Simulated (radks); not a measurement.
Initial-state core-level shifts of the rhenium ion Re+ when its valence configuration changes from [Xe] 4f14 5d5 6s1. Method: Dirac Kohn-Sham, LDA (Slater exchange, Perdew-Wang correlation), spin-unpolarised, spherical densities, finite nucleus; open shells fill j = l - 1/2 first; Fermi nuclear charge, rms radius 5.3698 fm; computed with a radial shooting solver on a logarithmic mesh with Libxc functionals. Shifts are changes of the shell-averaged eigenvalues in eV (positive: less bound); the change of the density at the nucleus, which sets a Mossbauer isomer shift, is in e/bohr^3, on a base of 1.54e+06.

valence,2s,2p,3s,3d,density at nucleus
4f13 5d6 6s1,-11.130,-10.989,-12.710,-12.530,+102.3
4f14 5d5 6s0.5 6p0.5,-0.613,-0.612,-0.617,-0.616,-49.4
4f14 5d5 6p1,-1.213,-1.211,-1.220,-1.218,-100.2
4f13 5d5 6s1 6p1,-15.417,-15.267,-16.966,-16.800,+127.8
4f12 5d7 6s1,-22.857,-22.560,-26.160,-25.785,+210.6
4f14 5d4 6s2,-2.854,-2.848,-2.819,-2.834,+127.9
4f13 5d4 6s1 6p2,-19.919,-19.759,-21.419,-21.271,+158.4
4f13.5 5d5 6s0.5 6p1,-8.151,-8.078,-8.914,-8.831,+9.0
4f10 5d9 6s1,-47.992,-47.343,-55.134,-54.336,+444.2
